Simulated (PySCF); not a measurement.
[PmI2]+ at several levels of theory

Computed with PySCF 2.14.0 (density fitting, no spin-orbit coupling) at the geometry relaxed with PBE0:

```xyz
3
[PmI2]+ (singlet in the valence; each metal's 4f electrons, 4 of them, lie in its core potential, out of spins and levels)
Pm    0.0000    0.0000   -1.0806
I     2.2288    0.0000    0.5957
I    -2.2288    0.0000    0.5957
```

```
level                                             basis    state  HOMO (eV)  gap (eV)  charge on Pm1 (e)  population of f-type functions on Pm1 (polarisation alone where 4f lies in the core)  dipole about the centre of mass (D)  largest force component (eV/Å)
 PBE0  Pm lcecp-1-SVP with ECP50, I def2-SVP with ECP28  singlet     -11.75      4.26               1.12                                                                                  0.03                                 8.15                            0.01
 TPSS                                          the same  singlet     -10.79      2.82               1.10                                                                                  0.03                                 7.83                            0.32
wB97X                                          the same  singlet     -13.75      8.19               1.14                                                                                  0.04                                 8.81                            0.09
```

In the lcecp rows the 4f levels are missing from HOMO and gap, and the state counts the valence alone.

Charges are Mulliken's, which hang on the basis. The relaxation used the grid (50, 194), these runs (75, 302) or, all-electron (x2c bases, spin-free X2C Hamiltonian), (99, 590).

(1) What does PBE0 with Pm lcecp-1-TZVP with ECP50, I def2-TZVP with ECP28 give here?

An lcecp potential fixes the number of 4f electrons, so in runs with it no electron can move into or out of that shell.

Answers

(1) state singlet, HOMO (eV) -11.68, gap (eV) 4.32, charge on Pm1 (e) 1.39, population of f-type functions on Pm1 (polarisation alone where 4f lies in the core) 0.04, dipole about the centre of mass (D) 7.91, largest force component (eV/Å) 0.07. Time: 18 s on 2 threads of Intel(R) Xeon(R) Platinum 8259CL CPU @ 2.50GHz (Skylake/Cascade Lake), with other jobs on the host, from free ions and atoms.
